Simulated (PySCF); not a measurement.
## Calculated data, AlBFHO, CH7AlBN

Computed with PySCF 2.14.0. Calculation on a computer-drawn molecule: optimised geometry and harmonic frequencies of an isolated molecule of the commonest isotopes, restricted reference for singlets and unrestricted otherwise, frozen core in MP2.

Common to all runs: charge 0; multiplicity 1; basis cc-pV(D+d)Z.

```yaml
- entry: 1
  formula: AlBFHO
  start_structure:
    atoms_angstrom:
      - [O, 1.1197, -1.2894, 0.017]
      - [Al, 1.9462, -0.2499, -0.8264]
      - [B, 3.1407, 1.1904, -1.9226]
      - [F, 2.7548, 1.5295, -3.1413]
      - [H, 4.1338, 1.7009, -1.4907]
  given:
    method: MP2
    drawn_bonds_atom: [1, 2, 3, 3]
    drawn_bonds_other_atom: [2, 3, 4, 5]
    drawn_bonds_order: [2, 1, 1, 1]
  results: {}
- entry: 2
  formula: CH7AlBN
  start_structure:
    atoms_angstrom:
      - [B, 0.8143, 1.4134, 3.1288]
      - [Al, 0.2893, 0.2599, 1.4463]
      - [C, 1.3767, -0.6429, -0.0056]
      - ["N", 0.3622, -1.2914, -0.9093]
      - [H, 0.0005, 1.9237, 3.8831]
      - [H, 1.8946, 1.5868, 3.3967]
      - [H, -1.2682, 0.0915, 1.076]
      - [H, 2.0031, 0.0162, -0.5613]
      - [H, 1.9901, -1.4385, 0.3594]
      - [H, -0.2516, -0.5561, -1.3061]
      - [H, -0.2093, -1.8402, -0.4206]
  given:
    method: HF
    drawn_bonds_atom: [1, 2, 3, 1, 1, 2, 3, 3, 4, 4]
    drawn_bonds_other_atom: [2, 3, 4, 5, 6, 7, 8, 9, 10, 11]
    drawn_bonds_order: [1, 1, 1, 1, 1, 1, 1, 1, 1, 1]
  results: {}
```

**Q.** Estimate the total energy of AlBFHO (entry 1).
**A.** -442.0194 hartree

**Q.** Give the missing rotational constants for AlBFHO (entry 1).
**A.** 46.22, 2.256, 2.151 GHz

**Q.** Estimate the rotational constants of CH7AlBN (entry 2).
**A.** 18.87, 2.357, 2.183 GHz

Further results for AlBFHO (entry 1):

```
convergence status largest gradient component : 2.946e-05 hartree/bohr
```

Optimised structure:
```xyz
5
AlBFHO
O      1.0927    -1.3233     0.0442
Al     1.9527    -0.2443    -0.8277
B      3.1445     1.1958    -1.9278
F      2.7599     1.5434    -3.1612
H      4.1455     1.7099    -1.4915
```

Modes:
| frequency (cm⁻¹) | reduced mass (dalton) |
| --- | --- |
| 109.6 | 14.27 |
| 140.3 | 7.412 |
| 274.7 | 16.78 |
| 518.5 | 4.558 |
| 746.5 | 1.565 |
| 1037 | 15.4 |
| 1112 | 1.287 |
| 1274 | 6.896 |
| 2665 | 1.092 |

Further results for CH7AlBN (entry 2):

```
total energy                                  : -362.9327 hartree
convergence status largest gradient component : 1.777e-05 hartree/bohr
```

Optimised structure:
```xyz
11
CH7AlBN
B      0.8905     1.3861     3.1137
Al     0.0715     0.2180     1.4987
C      1.1848    -0.5109     0.0119
N      0.5197    -1.3004    -1.0454
H      0.9786     2.5879     3.0721
H      1.2930     0.8934     4.1380
H     -1.4918    -0.0961     1.4604
H      1.7260     0.3107    -0.4769
H      1.9936    -1.1269     0.4282
H     -0.2065    -0.7525    -1.4766
H      0.0423    -2.0869    -0.6368
```

Modes:
| frequency (cm⁻¹) | reduced mass (dalton) |
| --- | --- |
| 43.07 | 2.114 |
| 121.2 | 3.577 |
| 159.3 | 1.082 |
| 193.7 | 1.117 |
| 271.4 | 3.335 |
| 344.6 | 1.063 |
| 505.8 | 1.237 |
| 525.3 | 2.891 |
| 621.6 | 5.159 |
| 693.7 | 1.498 |
| 694.1 | 1.322 |
| 902.6 | 1.378 |
| 1007 | 1.389 |
| 1117 | 3.37 |
| 1123 | 1.016 |
| 1247 | 1.13 |
| 1344 | 1.322 |
| 1480 | 1.204 |
| 1538 | 1.071 |
| 1783 | 1.081 |
| 1930 | 1.042 |
| 2636 | 1.055 |
| 2698 | 1.119 |
| 3126 | 1.061 |
| 3155 | 1.098 |
| 3704 | 1.052 |
| 3776 | 1.092 |
